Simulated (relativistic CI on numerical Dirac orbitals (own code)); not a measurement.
Calculated levels, Sm²³⁺

Calculated at this level of theory: Dirac-Coulomb-Breit CI, KLI orbitals optimised for each configuration, model QED, unscaled Slater integrals (own radial code, finite nucleus).

Configuration list (outside the closed core [Ar] 3d10): 4s2 4p6 4d3, 4s2 4p5 4d4, 4s2 4p6 4d2 4f, 4s 4p6 4d4, 4s2 4p5 4d3 4f, 4s 4p6 4d3 4f, 4s2 4p6 4d2 5s, 4s2 4p6 4d2 5p, 4s2 4p6 4d 4f 5s, 4s2 4p6 4d2 5d, 4s2 4p5 4d3 5s, 4s2 4p6 4d 5s 5p, 4s2 4p6 4d2 5f, 4s2 4p5 4d3 5p, 4s2 4p6 4d2 5g, 4s2 4p6 4d2 6s, 4s2 4p6 4d2 6p, 4s 4p6 4d3 5s, 4s2 4p6 4d2 6f, 4s2 4p6 4d2 7s, 4s2 4p6 4d 4f2, 4s2 4p6 4f3, 4s2 4p5 4d 4f3, 4s 4p6 4d 4f3, 4s2 4p6 4f2 5s, 4s2 4p6 4d 5s2, 4s2 4p6 4f 5s2, 4s2 4p5 4d 4f 5s2, 4s 4p6 4d 4f 5s2, 4s2 4p6 4d 5p2, 4s2 4p6 4f 5p2, 4s2 4p5 4d 4f 5p2, 4s 4p6 4d 4f 5p2, 4s2 4p6 5s 5p2. Double excitations out of closed p, d and f shells are left out; levels of such configurations are missing from the list, as are those of other unlisted configurations, and high levels can miss mixing partners. These lack a partner that the ground configuration has and come out too high: 4s2 4p6 4d2 5p, 4s2 4p6 4d2 5d, 4s2 4p5 4d3 5s, 4s2 4p6 4d2 5f, 4s2 4p5 4d3 5p.

The lowest level is 4s2 4p6 4d3 4F_3/2, with 69 % of that term; Hund's rules for 4s2 4p6 4d3 give 4F with J = 3/2, in agreement.

```csv
No.,Configuration,Term,J,E (eV),%,jj configuration (%)
1,4s2 4p6 4d3,4F,3/2,0.000,69,4d3/2^3 (84)
2,4s2 4p6 4d3,4F,5/2,4.227,90,4d3/2^2 4d5/2 (93)
3,4s2 4p6 4d3,4F,7/2,6.591,65,4d3/2^2 4d5/2 (75)
4,4s2 4p6 4d3,4P,3/2,6.739,45,4d3/2^2 4d5/2 (88)
5,4s2 4p6 4d3,2G,9/2,7.449,41,4d3/2^2 4d5/2 (88)
6,4s2 4p6 4d3,4P,1/2,7.877,68,4d3/2^2 4d5/2 (96)
7,4s2 4p6 4d3,2G,7/2,11.806,62,4d3/2 4d5/2^2 (82)
8,4s2 4p6 4d3,4P,5/2,12.016,81,4d3/2^2 4d5/2 (51)
9,4s2 4p6 4d3,4F,9/2,12.472,50,4d3/2 4d5/2^2 (79)
10,4s2 4p6 4d3,2D,3/2,14.107,43,4d3/2 4d5/2^2 (96)
11,4s2 4p6 4d3,2P,1/2,14.899,68,4d3/2 4d5/2^2 (96)
12,4s2 4p6 4d3,2H,11/2,15.484,99,4d3/2 4d5/2^2 (99)
13,4s2 4p6 4d3,2D,5/2,16.546,89,4d3/2 4d5/2^2 (63)
14,4s2 4p6 4d3,2F,5/2,17.575,74,4d3/2 4d5/2^2 (78)
15,4s2 4p6 4d3,2F,7/2,18.369,89,4d3/2 4d5/2^2 (91)
16,4s2 4p6 4d3,2G,9/2,19.458,57,4d5/2^3 (88)
17,4s2 4p6 4d3,2P,3/2,21.026,55,4d5/2^3 (71)
18,4s2 4p6 4d3,2D,3/2,26.282,94,4d3/2 4d5/2^2 (70)
19,4s2 4p6 4d3,2D,5/2,27.933,75,4d5/2^3 (80)
20,4p5 4d4(5D),6D°,3/2,112.901,30,4p3/2^3 4d3/2^4 (67)
21,4p5 4d4(5D),6D°,5/2,114.423,53,4p3/2^3 4d3/2^3 4d5/2 (73)
22,4p5 4d4(5D),6D°,7/2,115.491,59,4p3/2^3 4d3/2^2 4d5/2^2 (48)
23,4p5 4d4(5D),6D°,9/2,116.621,52,4p3/2^3 4d3/2^2 4d5/2^2 (42)
24,4p5 4d4(5D),6D°,1/2,117.090,51,4p3/2^3 4d3/2^3 4d5/2 (75)
25,4p5 4d4(5D),4F°,3/2,119.724,26,4p3/2^3 4d3/2^3 4d5/2 (69)
26,4p5 4d4(5D),6F°,11/2,120.254,49,4p3/2^3 4d3/2^3 4d5/2 (59)
27,4p5 4d4(3F),2F°,7/2,121.157,21,4p3/2^3 4d3/2^3 4d5/2 (83)
28,4p5 4d4(5D),6P°,3/2,121.298,22,4p3/2^3 4d3/2^3 4d5/2 (51)
29,4p5 4d4(5D),4F°,5/2,122.287,39,4p3/2^3 4d3/2^3 4d5/2 (68)
30,4p5 4d4(3H),4H°,9/2,122.756,24,4p3/2^3 4d3/2^3 4d5/2 (45)
31,4p5 4d4(3F),4D°,5/2,123.014,37,4p3/2^3 4d3/2^3 4d5/2 (50)
32,4p5 4d4(3D),4F°,7/2,123.792,33,4p3/2^3 4d3/2^2 4d5/2^2 (46)
33,4p5 4d4(3G),4F°,3/2,123.792,29,4p3/2^3 4d3/2^2 4d5/2^2 (63)
34,4p5 4d4(3F),4D°,1/2,123.879,54,4p3/2^3 4d3/2^2 4d5/2^2 (84)
35,4p5 4d4(5D),4F°,7/2,124.167,34,4p3/2^3 4d3/2^2 4d5/2^2 (58)
36,4p5 4d4(5D),6F°,9/2,124.170,39,4p3/2^3 4d3/2^2 4d5/2^2 (41)
37,4p5 4d4(3H),4H°,11/2,124.663,38,4p3/2^3 4d3/2^2 4d5/2^2 (68)
38,4p5 4d4(3H),4G°,5/2,124.812,44,4p3/2^3 4d3/2^2 4d5/2^2 (45)
39,4p5 4d4(3D),4D°,7/2,125.674,39,4p3/2^3 4d3/2^2 4d5/2^2 (81)
40,4p5 4d4(3D),4P°,3/2,125.899,32,4p3/2^3 4d3/2^2 4d5/2^2 (78)
41,4p5 4d4(3P),4D°,5/2,126.181,39,4p3/2^3 4d3/2^2 4d5/2^2 (73)
42,4p5 4d4(3G),4H°,13/2,126.267,54,4p3/2^3 4d3/2^2 4d5/2^2 (92)
43,4p5 4d4(3H),4G°,9/2,126.603,34,4p3/2^3 4d3/2^2 4d5/2^2 (70)
44,4p5 4d4(3F),4G°,11/2,126.675,41,4p3/2^3 4d3/2^2 4d5/2^2 (67)
45,4p5 4d4(3D),4P°,5/2,127.261,27,4p3/2^3 4d3/2^2 4d5/2^2 (69)
```

Energies count from the lowest computed level; ° marks odd parity. Percentages are summed over parent terms; the parents shown are those of the largest component, closed shells are left out there. Filled j subshells are mostly left out of the jj labels.

The mean weight of the leading LS term, summed over parents, in these 45 levels is 51 %, and that of the leading jj configuration (from the same eigenvectors) 72 %, so jj coupling describes them better and the LS labels are nominal.

At this charge energies of transitions that change n are usually good to better than 1 %, and those within a shell (Δn = 0) to a few per cent. Terms inside the open d or f shell come out 10 to 20 % too wide with unscaled integrals.

LS names give the leading component of a level, which can be under half, so a name can repeat, a term be missing and a line seem to break the LS rules.
